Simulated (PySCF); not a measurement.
# Which element holds Cl most strongly?

PBE0 in PySCF with def2-TZVPP on every atom (core potentials on Mo, In, Sn), for the lowest determinant that a PBE0 search found; no spin–orbit coupling. D0 is De less the harmonic zero-point energy.

```tsv
M	state (unpaired electrons)	Re (Å)	ωe (cm⁻¹)	D0(MCl) (eV)
B	singlet (closed shell)	1.718	841	5.28
Sn	doublet (π ↑)	2.368	350	3.93
In	singlet (closed shell)	2.414	313	4.56
Ga	singlet (closed shell)	2.216	367	4.82
Zn	doublet (σ ↑)	2.158	375	2.32
Cu	singlet (closed shell)	2.076	401	3.61
Mo	sextet (σ ↑, π ↑↑, δ ↑↑)	2.281	380	3.77
```

Problem. Order the elements by D0 and give the energy of SnCl + Ga → GaCl + Sn.

Solution. B > Ga > In > Sn > Mo > Cu > Zn; ΔE = 3.93 − 4.82 = -0.89 eV at PBE0/def2-TZVPP. Close neighbours can swap at other levels.

The metal atom is held in its measured ground configuration; semilocal functionals can put another filling of s and d lower by some tenths of an eV, and De to that atom would be smaller. These are scalar-relativistic numbers at best; spin–orbit coupling would shift them, the dissociation energy most. States were picked by a PBE0 search and need not be the measured ground states.
